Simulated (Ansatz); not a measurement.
MoO$_{3}$, charge -1, doublet, geometry from GFN2-xTB (such geometries of metal compounds can be far from the true shape) (the multiplicity is a formal guess) (core potentials on Mo) (a gas-phase anion, which may not be bound at this level); SVWN5/def2-SV(P) run with Ansatz (a quantum-chemistry and plane-wave program).

Here is a job for Ansatz.
Ansatz 0.2 input:
```yaml
crystal:
  periodic: [false, false, false]
  atoms:
    - {symbol: Mo, position_ang: [-0.00000000, -0.00000000, -0.00000000]}
    - {symbol: O, position_ang: [-1.13954781, -1.20572993, -0.10136028]}
    - {symbol: O, position_ang: [-0.10289809, 1.32660944, -0.99606585]}
    - {symbol: O, position_ang: [1.24244590, -0.12087951, 1.09742613]}
basis:
  gaussian:
    orbitals: def2-SV_P_.json
    final_grid: {core_spheres: 4, valence_spheres: 8, degree: 17}
hamiltonian:
  xc: {name: SVWN5}
total_charge: -1
magnetization: {spin_polarized: true, initial_magnetization: 1}
```
The basis file holds def2-SV(P) in the JSON format of the Basis Set Exchange.

It wrote (shortened):

```
Functional definition: SVWN5
697 factors; their error is unknown
mean field evaluation 1: about -7941.2529 eV, gradient 4.7e1 eV
mean field evaluation 2: about -7804.8081 eV, gradient 1.8e2 eV
mean field evaluation 4: about -7949.1605 eV, gradient 6.5e0 eV
mean field evaluation 8: about -7949.3583 eV, gradient 8.5e-2 eV
mean field evaluation 16: about -7949.3583 eV, gradient 1.3e-5 eV
mean field -7949.35832239 eV, -292.1335300791 hartree, gradient 1.2e-5 eV, S^2 0.753231; 0 other end points of the search recorded, 0 dependent functions left out
reference -7949.35837103 eV, -292.1335318666 hartree; 20, 19 occupied and 46, 47 virtual orbitals, 697 factors
Total energy: -7949.35837103 eV, -292.1335318666 hartree
```
